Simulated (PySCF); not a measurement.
## Structure from NMR data

An unknown has the formula C₈H₈. Its calculated NMR data are:

¹H NMR (400 MHz, computed): δ 6.10 (m, 1H), 5.39 (m, 1H), 5.34 (m, 1H), 3.15 (d, 2H), 2.12 (s, 3H).

¹³C{¹H} NMR (computed): δ 142.3, 123.3, 79.7, 78.3, 75.5, 72.6, 28.9, 5.5.

Computed data (PySCF): GIAO PBE0/pcSseg-1 shieldings, geometry: GFN2-xTB. No relativistic terms, one averaged value for each set of equivalent atoms, in vacuum, a single conformation.

References, each an isolated molecule treated in the same way: ¹H (σref 31.72), ¹³C (σref 186.93) against TMS.

Which of these isomers gave the spectra?
A. C=CCC#CC#CC
B. CC#CC#CC1CC1
C. C#CC(=C)[C@@H]1[C@@H]2C[C@@H]21
D. C#C[C@@H]1CC[C@H]1C#C

Results:

A. 

1. Rings plus π bonds: 5 (no ring in the answer).
2. 8 carbon signals for 8 carbons: no two carbons are equivalent.
3. Carbon types of the structure: 4 × C, 1 × CH, 2 × CH2, 1 × CH3, which accounts for all hydrogens.
4. δC 142.3: alkene CH; as expected for a trigonal carbon in a double bond.
5. δC 123.3: terminal =CH2 carbon; the olefinic region.
6. δC 79.7, 78.3, 75.5, 72.6: alkyne carbon; the triple bond shields along its axis, which puts it between sp3 and sp2 carbons.
7. δC 5.5: propargylic methyl carbon; a saturated carbon with 1 carbon neighbour and no heteroatom attached.
8. δH 6.10: hydrogen on an alkene CH; olefinic region.

The others: C#C[C@@H]1CC[C@H]1C#C would give 4 carbon signals, not 8; C#CC(=C)[C@@H]1[C@@H]2C[C@@H]21 would give 7 carbon signals, not 8; CC#CC#CC1CC1 would give 7 carbon signals, not 8.

Shifts are as computed. Against solution values, carbons near 30 ppm lie about +3 ppm off and those near 130 ppm about +5 ppm. Of 1211 compounds with measured shifts, 218 miss one by over three times the rms of a fit or turn the order of signals round; such compounds aren't used in these exercises. No couplings were computed; multiplicities are counted from neighbouring protons, with m where these are inequivalent, close in shift, in a saturated or five-membered ring or joined by F or P, and br s for small geminal =CH2 splittings.
